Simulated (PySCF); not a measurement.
# Computed properties of Zn(Me) (CH3Zn), SMILES [Zn+][CH3], charge +1

Zn(Me) (CH3Zn), SMILES [Zn+][CH3], charge +1. The structure is a stationary point at r2SCAN-D4/def2-TZVP. The multiplicity is an assumed one; other spin states were not compared. The isomer is the one that the SMILES or the coordinates give; other isomers of the formula were not compared. Other conformers were not sampled. All values are computed for the isolated molecule unless a solvent is named; none is compared with measurement here.

**Structure.** The optimised structure has C3v symmetry. All 9 harmonic modes at r2SCAN-D4/def2-TZVP (PySCF) are real, so it is a minimum.

**Vibrations.** The strongest infrared lines (harmonic, unscaled, degenerate partners summed) lie at 763 cm⁻¹ (91 km/mol, H 89 %, C 10 %), 1141 cm⁻¹ (74 km/mol, H 85 %, C 15 %), 3205 cm⁻¹ (49 km/mol, H 90 %, C 10 %). The softest mode is at 493 cm⁻¹ and the zero-point energy is 22.1 kcal/mol.

**Electronic structure.** PBE0/def2-TZVPD (PySCF) places the frontier levels at -14.77 and -9.28 eV, a gap of 5.49 eV and a mean polarisability of 34.1 bohr³.

**Excitations.** TDDFT-PBE0/def2-TZVPD (PySCF) has S1 at 5.38 eV (230 nm, f = 0.421, bright); the most intense of the 10 singlets computed lies at 7.89 eV (f = 0.51). Strengths of degenerate partners are summed. T1 (TDA) is at 2.84 eV. No vertical singlet excitation falls in the visible range (under 3.1 eV).

**NMR.** GIAO shifts at HF/pcSseg-2 (PySCF) (non-relativistic, atoms alike by connectivity averaged): ¹³C at 13.4 ppm against TMS; ¹H at 2.6 ppm against TMS.
